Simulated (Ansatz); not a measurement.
Cost and result for the atomization energy of AlH₅SiZn, SMILES `[AlH2][SiH2][ZnH]` (8 atoms, 7 bonds).

```xyz
8

Al    0.7362    0.3578   -1.6442
Si   -0.8320   -0.2955    0.0958
Zn    0.1087   -0.1061    2.2714
H     0.8566    1.8793   -2.0912
H     1.7320   -0.7074   -2.2787
H    -1.2781   -1.7104   -0.0937
H    -2.0587    0.5592    0.0499
H     0.7353    0.0231    3.6907
```

Total charge 0; spin multiplicity 1. For Zn the d shell is correlated and the shells below it are frozen. Scalar relativity is left out up to krypton. The geometry is a stationary point of PBE0-D4/def2-TZVP. Program: Ansatz. All runs use 4 threads of a server CPU on a shared host. Times are those of one run each, without the atoms' runs, and a repeat can differ threefold. Electronic energies, without spin–orbit coupling; frozen cores. CCSD(T)/CBS adds CCSD(T) − MP2 in def2-TZVPP to the MP2 limit, and its time is that of the two runs behind it. T1 = 0.015. With those shells the extrapolation isn't a true limit. B3LYP takes the VWN-RPA correlation (the form of Gaussian; ORCA's B3LYP/G).

CCSD(T)/CBS is a level of theory with its own doubt, some kJ/mol a heavy atom from the limit and from the frozen cores, so smaller differences don't rank the functionals.

| level | functions | wall time | atomization (kcal/mol) | difference from CCSD(T)/CBS | per bond |
| --- | --- | --- | --- | --- | --- |
| LDA (SPW92)/def2-TZVPP | 218 | 1.6 s | 469.8 | 42.4 | 6.1 |
| revPBE-D4/def2-TZVPP | 218 | 1.9 s | 413.8 | -13.6 | -1.9 |
| PBE0-D4/def2-TZVPP | 218 | 2.7 s | 421.1 | -6.3 | -0.9 |
| CCSD(T)/def2-SVP | 92 | 2.7 s | 399.0 | -28.4 | -4.1 |
| BHLYP-D4/def2-TZVPP | 218 | 3.4 s | 422.1 | -5.3 | -0.7 |
| CAM-B3LYP-D4/def2-TZVPP | 218 | 3.8 s | 426.9 | -0.5 | -0.1 |
| B3LYP-D4/def2-TZVPP (with forces) | 218 | 4.2 s | 423.0 | -4.4 | -0.6 |
| PBE-QIDH/def2-TZVPP | 218 | 5.5 s | 422.6 | -4.8 | -0.7 |
| B2PLYP/def2-TZVPP | 218 | 5.5 s | 417.3 | -10.1 | -1.4 |
| ωB97M-V/def2-TZVPP (with forces) | 218 | 11 s | 426.9 | -0.5 | -0.1 |
| MP2/def2-QZVPP | 390 | 14 s | 417.4 | -10.0 | -1.4 |
| CCSD(T)/def2-TZVPP | 218 | 41 s | 417.0 | -10.4 | -1.5 |
| CCSD(T)/CBS(def2) | – | 54 s | 427.4 | 0.0 | 0.0 |

Leaving LDA and LC-ωPBE aside and taking each functional with its dispersion term where it has one, the values, not all of them listed here, spread over 23.6 kcal/mol, from revPBE-D4 to B97M-V. LDA lies +54.6 kcal/mol from PBE without D4, its usual overbinding. From BLYP to BHLYP (50 % exact exchange), in def2-TZVPP and without D4, the atomization energy moves by +9.5 kcal/mol. The D4 term adds +6.0 kcal/mol with B3LYP and +3.1 kcal/mol with PBE0; it sums over pairs of atoms, weighted by their polarisabilities, and B3LYP, whose exchange is more repulsive, gets the larger term.
